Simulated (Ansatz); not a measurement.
`[NH2][SnH2][SiH2]O` + `BN` → `BN[SiH2]O` + `[NH2][SnH3]`  (cleavage of the Si–Sn bond)

Computed with Ansatz on PBE0-D4/def2-TZVP structures; ΔE is electronic, products minus reactants. CCSD(T)/CBS is the MP2 limit (def2-TZVPP, def2-QZVPP) plus CCSD(T) − MP2 in def2-TZVPP, frozen cores. This one scheme is used for every species. Functionals use def2-TZVPP. B3LYP here is the variant with VWN-RPA as its local correlation; programs differ in this. def2 core potentials past Kr. For Sn outer-core shells are correlated without core-valence functions, which leaves a few kJ/mol of doubt a bond. One conformer a species, not always the lowest.

CCSD(T)/CBS gives -27.7 kJ/mol.

Task: Another level gave -17.2 kJ/mol. Which?
A. r2SCAN/def2-TZVPP
B. B3LYP/def2-TZVPP
C. PBE0/def2-TZVPP
D. CCSD(T)/def2-TZVPP

Result: C. PBE0 -17.2, CCSD(T)/def2-TZVPP -34.0, B3LYP -26.8, r2SCAN -21.5 kJ/mol.

Largest T1 diagnostic among the species: 0.013.

The D4 term adds +3.9 kJ/mol with B3LYP and +2.2 kJ/mol with PBE0; it sums over pairs of atoms, weighted by their polarisabilities, and B3LYP, whose exchange is more repulsive, gets the larger term. From PBE to PBE0 (25 % exact exchange), in def2-TZVPP and without D4, ΔE moves by −10.6 kJ/mol. In def2-TZVPP, CCSD(T) changes the Hartree–Fock value by +30.0 kJ/mol (the triples alone add +4.7 kJ/mol) and MP2 by +30.5 kJ/mol.
